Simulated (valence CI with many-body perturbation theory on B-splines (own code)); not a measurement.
E1 transitions of Pr⁹⁺

Level of theory: configuration interaction combined with many-body perturbation theory (CI+MBPT): four valence electrons over a frozen Dirac-Fock core [Kr] 4d10, radial functions for each j: 7 s, 7 p, 7 d, 7 f, 4 g, 2 h, with the one-electron correlation potential Σ1 (screened to all orders), the two-electron term Σ2, the three-electron term Σ3, Breit, model QED; selected single and double excitations, second order for the rest, scaled by the run's own slope (own B-spline code, finite nucleus).

No measured spectrum was set against this ion. As an estimate, terms of the open shell hold to a few per cent of their energy, and close levels can change places; configurations with another count of f electrons can be misplaced by thousands of cm⁻¹. Among the levels kept, up to 430 cm⁻¹ of a level comes from second order outside the variational space, and about a tenth of that is noise between levels of different J, which matters for small intervals.

Lines 1 to 50 of 537 in falling wavelength, among levels below 292950 cm⁻¹, chosen from the strongest by gf and those to the six lowest levels. Wavelengths and rates use the calculated energies, so an error of 2000 cm⁻¹ moves a line at 75.38 nm by 1.5 % and its rate by three times that or more. Electric multipoles are in the length gauge, E1 and E2 with the static RPA response of the core. Weak lines are less certain than strong ones. Lines between different terms over intervals too small for the method are left out, as are lines whose strength nearly cancels. Where a level lies close to another of its J and parity, the split of strength between their lines is uncertain. The highest levels of a list are the least certain.

Names give the largest LS component (configuration and term), which can be under half, so a name can repeat, a term be missing and a line seem to break the LS rules; names also repeat where a configuration has a term twice. Letters in brackets count levels of one name in rising energy.

```tsv
λ vac (nm)	Upper	Lower	A (s⁻¹)	S (a.u.) with core polarisation	S without
75.38	4f²5s5p ⁵H°_6 [a]	4f²5s² ³H_5	5.25e+07	1.44e-01	1.87e-01
74.91	4f²5s5p ⁵H°_3 [a]	4f²5s² ³H_4	1.94e+08	2.82e-01	3.56e-01
74.75	4f5s5p² ⁵F°_3	4f5s²5p ³D_2 [b]	1.07e+08	1.54e-01	2.04e-01
74.57	4f5s5p² ³F°_4 [a]	4f²5s² ³H_4	7.99e+07	1.47e-01	1.89e-01
74.43	4f²5s5p ³I°_5 [b]	4f²5s² ¹I_6	9.94e+07	2.22e-01	2.85e-01
74.06	4f²5s5p ⁵D°_4 [a]	4f²5s² ³F_4	1.06e+08	1.90e-01	2.40e-01
73.96	4f5s5p² ³G°_5 [a]	4f5s²5p ³G_5	1.42e+08	3.11e-01	4.10e-01
73.83	4f5s5p² ⁵G°_6	4f5s²5p ³G_5	1.83e+08	4.74e-01	6.29e-01
73.72	4f²5s5p ⁵G°_5 [b]	4f²5s² ³F_4	1.95e+08	4.25e-01	5.50e-01
73.34	4f²5s5p ⁵H°_7	4f²5s² ³H_6	1.71e+08	4.99e-01	6.47e-01
73.28	4f²5s5p ⁵G°_6 [a]	4f²5s² ³H_6	1.25e+08	3.15e-01	4.06e-01
73.27	4f5s5p² ⁵G°_3 [a]	4f5s²5p ³G_4	3.21e+07	4.36e-02	5.75e-02
73.24	4f²5s5p ⁵F°_2	4f²5s² ³F_2 [b]	1.39e+08	1.34e-01	1.76e-01
73.15	4f²5s5p ³I°_7 [a]	4f²5s² ¹I_6	1.49e+08	4.31e-01	5.60e-01
73.09	4f²5s5p ⁵F°_1	4f²5s² ³F_2 [b]	2.20e+08	1.27e-01	1.64e-01
72.82	4f²5s5p ⁵G°_5 [a]	4f²5s² ³H_5	1.16e+08	2.42e-01	3.14e-01
72.75	4f²5s5p ⁵H°_4	4f²5s² ³H_4	7.48e+07	1.28e-01	1.65e-01
72.59	4f5s5p² ³G°_3 [b]	4f²5s² ³F_2 [a]	9.44e+07	1.25e-01	1.61e-01
72.59	4f5s5p² ⁵F°_2	4f5s²5p ³D_2 [a]	1.37e+08	1.30e-01	1.71e-01
72.21	4f5s5p² ⁵G°_3 [a]	4f5s²5p ³F_3	6.57e+07	8.55e-02	1.12e-01
71.97	4f²5s5p ⁵G°_6 [a]	4f²5s² ³H_5	1.34e+08	3.20e-01	4.15e-01
71.93	4f5s5p² ⁵F°_4	4f5s²5p ³D_3	1.21e+08	2.00e-01	2.65e-01
71.77	4f²5s5p ³G°_3 [b]	4f²5s² ¹D_2	1.34e+08	1.71e-01	2.22e-01
71.77	4f5s5p² ³G°_4 [a]	4f5s²5p ¹F_3	2.40e+08	3.94e-01	5.21e-01
71.70	4f5s5p² ⁵G°_2	4f5s²5p ³F_2	1.24e+08	1.13e-01	1.48e-01
71.61	4f5s5p² ³F°_4 [a]	4f5s²5p ¹G_4	9.51e+07	1.55e-01	2.08e-01
71.60	4f²5s5p ⁵G°_5 [a]	4f²5s² ³H_4	7.68e+07	1.53e-01	1.99e-01
71.43	4f5s5p² ³G°_5 [a]	4f5s²5p ³F_4	2.68e+08	5.30e-01	7.01e-01
71.39	4f5s5p² ³G°_5 [b]	4f5s²5p ¹G_4	2.58e+08	5.09e-01	6.72e-01
71.31	4f5s5p² ⁵D°_4	4f5s²5p ³G_4	1.92e+08	3.09e-01	4.06e-01
70.79	4f²5s5p ³H°_4 [c]	4f²5s² ¹G_4	8.58e+07	1.35e-01	1.76e-01
70.70	4f5s5p² ⁵G°_3 [a]	4f5s²5p ³F_2	8.27e+07	1.01e-01	1.33e-01
70.56	4f5s5p² ⁵G°_2	4f5s²5p ³G_3	1.78e+08	1.54e-01	2.04e-01
70.40	5s5p³ ⁵S°_2	5s²5p² ³P_1	1.84e+08	1.58e-01	2.13e-01
70.30	4f5s5p² ⁵D°_4	4f5s²5p ³F_3	1.28e+08	1.98e-01	2.60e-01
70.14	4f²5s5p ³H°_5 [b]	4f²5s² ¹G_4	1.73e+08	3.24e-01	4.21e-01
69.60	4f5s5p² ⁵G°_3 [a]	4f5s²5p ³G_3	1.26e+08	1.46e-01	1.93e-01
69.55	4f²5s5p ⁵F°_3 [b]	4f²5s² ³P_2	1.05e+08	1.22e-01	1.55e-01
69.52	4f5s5p² ⁵F°_4	4f5s²5p ³F_4	1.51e+08	2.25e-01	2.99e-01
69.16	4f²5s5p ³P°_1 [b]	4f²5s² ¹S_0	3.20e+08	1.57e-01	2.05e-01
69.05	4f²5s5p ³H°_4 [c]	4f²5s² ³F_4	1.05e+08	1.54e-01	2.02e-01
68.95	4f5s5p² ⁵F°_3	4f5s²5p ¹F_3	1.39e+08	1.57e-01	2.08e-01
68.55	4f²5s5p ³H°_5 [a]	4f²5s² ³H_6	7.28e+07	1.27e-01	1.70e-01
68.34	4f²5s5p ³I°_5 [a]	4f²5s² ³H_5	1.66e+08	2.88e-01	3.74e-01
67.84	4f²5s5p ⁵G°_6 [c]	4f²5s² ¹I_6	3.16e+08	6.34e-01	8.21e-01
67.77	4f5s5p² ³D°_3 [a]	4f5s²5p ³G_4	1.24e+08	1.33e-01	1.76e-01
67.27	4f²5s5p ³I°_5 [a]	4f²5s² ³H_4	1.49e+08	2.47e-01	3.21e-01
67.17	5s5p³ ³D°_3	4f5s²5p ³D_2 [b]	1.76e+08	1.84e-01	2.46e-01
67.03	4f²5s5p ³I°_6 [a]	4f²5s² ³H_6	2.13e+08	4.12e-01	5.39e-01
66.93	4f²5s5p ⁵H°_3 [b]	4f5s²5p ³D_3	1.17e+08	1.21e-01	1.61e-01
```
